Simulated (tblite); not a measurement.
C7H12P (charge +1).
Geometry (GFN2-xTB, Å), atoms numbered from 1 in this order:
```
atom  x, y, z in Å
C1    -2.6716    0.0820   -0.2818
C2    -1.3801    0.8776    0.0131
C3    -0.7881    0.3673    1.2834
C4     0.2955   -0.3988    1.4130
P5     1.2427   -0.8752   -0.0139
C6     3.0212   -0.6744    0.2246
C7     0.6096    0.1143   -1.3481
C8    -0.5063    0.8277   -1.1945
H9    -3.3575    0.1544    0.5572
H10   -2.4324   -0.9651   -0.4518
H11   -3.1633    0.4780   -1.1655
H12   -1.6785    1.9207    0.1730
H13   -1.3390    0.6429    2.1740
H14    0.6449   -0.7360    2.3798
H15    1.0357   -2.2170   -0.2873
H16    3.3570   -1.3010    1.0519
H17    3.5507   -0.9664   -0.6833
H18    3.2413    0.3699    0.4506
H19    1.1741    0.1276   -2.2708
H20   -0.8611    1.4229   -2.0265
```

Calculated harmonic vibrations of the isolated species, GFN2-xTB (tblite), most abundant isotopes, no scaling. Errors from tens to a few hundred cm⁻¹ against measured bands are possible. Modes of hydrogen on phosphorus can be 10 to 20 % off. One conformer, not necessarily the lowest.

Harmonic wavenumbers (cm⁻¹): 32.1, 143.7, 148.8, 161.3, 214.0, 257.1, 297.1, 353.5, 392.9, 487.4, 520.0, 677.2, 714.4, 724.1, 767.0, 776.1, 805.9, 810.3, 827.8, 860.3, 902.4, 917.4, 918.8, 941.6, 978.4, 1018.3, 1062.1, 1092.0, 1169.2, 1177.0, 1212.4, 1281.2, 1306.9, 1313.8, 1340.8, 1388.5, 1390.2, 1399.9, 1476.3, 1479.6, 1624.4, 1650.7, 2352.1, 2923.4, 2989.0, 2992.4, 2994.7, 3043.4, 3044.6, 3045.3, 3058.6, 3060.7, 3062.3, 3062.6.

A = 3559, B = 1231, C = 1033 MHz; mass 127.068 u (most abundant isotopes); point group Cs, symmetry number 1.

**Question.** What is the zero-point energy?

**Answer.** Half the sum of the wavenumbers: 36321 cm⁻¹ = 434.50 kJ/mol.

**Question.** Give the ideal-gas entropy at 500 K and 1 bar in the rigid-rotor, harmonic-oscillator model (classical rotation).

**Answer.** Translation 180.02, rotation 126.34, vibration 192.74: S = 499.1 J/(mol K).

**Question.** And Cp and H(500 K) − H(0)?

**Answer.** Cp = 243.66 J/(mol K), of which vibrations give 210.41 (their classical limit is 54 R = 449.0); H(500 K) − H(0) = 68.28 kJ/mol without the zero-point energy, 51.65 from vibrations.

**Question.** Blend soft modes into free rotors: weight 1/[1 + (100 cm⁻¹/ν̃)⁴] for the oscillator and the rest for a rotor with moment μB/(μ + B), μ = h/(8π²ν), B = 10⁻⁴⁴ kg m². What vibrational entropy results?

**Answer.** 182.01 J/(mol K) in place of 192.74, which changes −T·S at 500 K by +5.36 kJ/mol.

**Question.** What must be added to the electronic energy to get the Gibbs energy at 500 K and 1 bar?

**Answer.** ZPE + [H(500 K) − H(0)] − T·S = 434.50 + 68.28 − 249.55 = 253.23 kJ/mol.

**Question.** Which modes carry the vibrational entropy at 500 K?

**Answer.** 32.1 cm⁻¹: 28.12; 143.7 cm⁻¹: 15.72; 148.8 cm⁻¹: 15.43; 161.3 cm⁻¹: 14.77; 214.0 cm⁻¹: 12.48; 257.1 cm⁻¹: 11.01 J/(mol K); the other 48 give 95.22 together.

Hindered rotation and anharmonicity are outside this model. Other conformers, if any are populated, would add a mixing term that is left out.

Hardware: one thread of an Arm Neoverse N1, no GPU, shared host. Cost: 1.2 s of wall time. This covers the Hessian and the dipole derivatives.
